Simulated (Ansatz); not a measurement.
Si₂₀H₂₉⁻, a nanocrystal with a defect cut from the lattice of silicon (one cap removed). Charge -1, multiplicity 1. Geometry PBE-D4/def2-SVP, that of the neutral doublet.

```xyz
49

Si   -2.920   -0.206   -0.001
Si   -1.707   -1.047   -3.623
Si   -0.519    2.833    0.007
Si    0.580    1.842   -3.614
Si   -1.585   -3.837   -0.488
Si   -0.379    0.252    2.892
Si    0.845   -3.401    2.279
Si    0.834   -0.706   -0.621
Si    3.330    2.337   -0.480
Si    3.464   -0.117    2.266
Si   -3.386   -0.044   -2.307
Si   -3.289   -2.491    0.446
Si   -0.758    0.551    0.578
Si    0.455   -0.412   -2.933
Si   -0.781    3.248   -2.298
Si    1.634    3.682    0.455
Si    0.527   -2.948    0.002
Si   -0.515   -1.992    3.603
Si    1.784    0.887    3.581
Si    2.996    0.045   -0.038
H    -3.938    0.612    0.760
H    -1.879   -2.542   -3.608
H    -1.872   -0.579   -5.049
H    -1.537    3.649    0.771
H     0.093    1.899   -5.042
H     1.996    2.348   -3.593
H    -1.810   -3.985   -1.967
H    -1.654   -5.209    0.137
H    -1.394    1.069    3.657
H     0.435   -4.833    2.518
H     2.283   -3.251    2.693
H     3.429    2.606   -1.956
H     4.649    2.720    0.147
H     3.654   -1.546    2.696
H     4.763    0.613    2.507
H    -4.686   -0.771   -2.549
H    -3.574    1.386   -2.736
H    -4.620   -2.863   -0.165
H    -3.370   -2.762    1.923
H     1.475   -1.216   -3.707
H    -2.216    3.104   -2.725
H    -0.369    4.679   -2.544
H     1.712    5.054   -0.171
H     1.870    3.839    1.932
H    -1.929   -2.502    3.563
H    -0.048   -2.041    5.039
H     1.950    0.423    5.008
H     1.958    2.381    3.563
H     4.022   -0.756   -0.806
```

HSE06 is defined as in plane-wave codes, on full-range PBE exchange. Single mean-field runs in def2-SVP are fitted with def2-universal-jkfit.

(1) Estimate the orbital energies around the gap (eV) in Ansatz with PBE-D4/def2-SVP, PBE0-D4/def2-SVP, HSE06-D4/def2-SVP.

Answers

(1) 
```tsv
orbital	PBE-D4/def2-SVP	PBE0-D4/def2-SVP	HSE06-D4/def2-SVP
HOMO−5	-3.76	-4.81	-4.43
HOMO−4	-3.71	-4.72	-4.34
HOMO−3	-3.61	-4.61	-4.24
HOMO−2	-3.16	-4.10	-3.73
HOMO−1	-3.08	-4.04	-3.67
HOMO	-0.62	-1.31	-0.96
LUMO	0.50	1.13	0.78
LUMO+1	0.72	1.37	1.01
LUMO+2	0.73	1.37	1.01
LUMO+3	0.84	1.49	1.14
LUMO+4	1.07	1.74	1.39
LUMO+5	1.25	1.94	1.58
```
